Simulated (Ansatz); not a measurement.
C$_{4}$H$_{7}$I, SMILES `C/C=C(\C)I`. Charge 0, multiplicity 1. Correlated methods include outer-core shells of I, which these sets cover unevenly. I takes the def2 core potential.

| atom | x (Å) | y (Å) | z (Å) |
| --- | --- | --- | --- |
| C1 | 0.094 | -1.029 | -1.320 |
| C2 | 0.903 | -0.372 | -0.251 |
| C3 | 0.442 | 0.441 | 0.692 |
| C4 | -0.955 | 0.897 | 0.924 |
| I5 | 1.816 | 1.231 | 2.080 |
| H6 | 0.192 | -2.117 | -1.254 |
| H7 | -0.965 | -0.782 | -1.270 |
| H8 | 0.464 | -0.739 | -2.308 |
| H9 | 1.965 | -0.594 | -0.266 |
| H10 | -1.297 | 0.607 | 1.920 |
| H11 | -1.638 | 0.470 | 0.188 |
| H12 | -1.023 | 1.986 | 0.866 |

Q: Give the diagnostics of a CCSD(T)/def2-TZVPP run (frozen core, the Gaussian-basis code of Ansatz). (Estimate.)

A: The calculation gave: T1 = 0.0094, largest single amplitude 0.014, largest double 0.053, (T) share of the correlation energy 3.5 %, 9 CCSD cycles. The RHF solution is stable towards an unrestricted one. T1 lies under the customary mark of 0.02 for closed shells.
